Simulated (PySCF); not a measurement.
One of the candidates below gave these computed data.

All candidates are C4H10O2P2.

- 1H NMR: chemical shifts (computed TMS as zero) by class: 5.27 (2 H), 4.00 (2 H), 3.10 (2 H), 2.08 (2 H), 0.66 (1 H), -0.40 (1 H) ppm [GIAO PBE0/pcSseg-1]
- 13C NMR: chemical shifts (computed TMS as zero) by class: 73.1 (1 C), 64.3 (1 C), 42.4 (1 C), 32.8 (1 C) ppm [GIAO PBE0/pcSseg-1]
- Rotational structure: rotational constants A, B, C: 3.227, 0.686, 0.640 GHz [GFN2-xTB]
- NMR, other nuclei: isotropic shieldings of nuclei other than C and H, by class: 267 (1 O), 301 (1 O), -306 (1 P), -127 (1 P) ppm [GIAO PBE0/pcSseg-1]
- Dipole: 3.15 D [PBE0/pcSseg-1]

Electronic properties: PySCF, gas phase, density fitting. Levels stand in brackets. Isolated species at its GFN2-xTB geometry (one conformer only). GFN2-xTB frequencies show an imaginary mode (27i cm⁻¹), so this geometry is no minimum at that level. NMR classes are plain means over equivalent atoms (diastereotopic ones count apart unless rotation or inversion swaps them), as if these changed places fast.

Task: Which candidate is it?
A. `OCCC/P=P/CO`
B. `O=P1(P)CCOCC1`
C. `COCC/P=P\CO`

Result: A. It is `OCCC/P=P/CO`. Numbering: `[OH:1][CH2:2][CH2:3][CH2:4]/[P:5]=[P:6]/[CH2:7][OH:8]`. 4 carbons fall into 4 classes; from least to most shielded: carbinol carbon (C–OH) [C7] (73.1 ppm), carbinol carbon (C–OH) [C2] (64.3 ppm), sp3 carbon bound to phosphorus [C4] (42.4 ppm), chain CH2 carbon [C3] (32.8 ppm). Hydrogen classes from least to most shielded: 2 H on a carbinol carbon (C–OH), C7 (5.27 ppm), 2 H on a carbinol carbon (C–OH), C2 (4.00 ppm), 2 H on an sp3 carbon bound to phosphorus, C4 (3.10 ppm), 2 H on a chain CH2 carbon, C3 (2.08 ppm), 1 H on an alcohol oxygen, O8 (0.66 ppm), 1 H on an alcohol oxygen, O1 (-0.40 ppm). The other shieldings belong to: 267 ppm, alcohol oxygen [O1]; 301 ppm, alcohol oxygen [O8]; -306 ppm, phosphorus bonded to C and P [P5]; -127 ppm, phosphorus bonded to C and P [P6]. The optimised geometry has point group C1 and is an asymmetric top.

The others, at the same levels:
- `COCC/P=P\CO` fails: its computed 13C shifts are 69.4 (1 C), 68.2 (1 C), 59.8 (1 C), 40.6 (1 C) ppm, 1H shifts are 5.14 (2 H), 3.92 (2 H), 3.59 (2 H), 3.32 (3 H), 1.20 (1 H) ppm and rotational constant A is 1.827 GHz (against 3.227 GHz).
- `O=P1(P)CCOCC1` fails: it has 2 carbon classes against 4; its computed 13C shifts are 67.0 (2 C), 37.3 (2 C) ppm, 1H shifts are 4.31 (2 H), 4.20 (2 H), 2.72 (2 H), 1.68 (2 H), 1.59 (2 H) ppm and rotational constant A is 2.612 GHz (against 3.227 GHz).
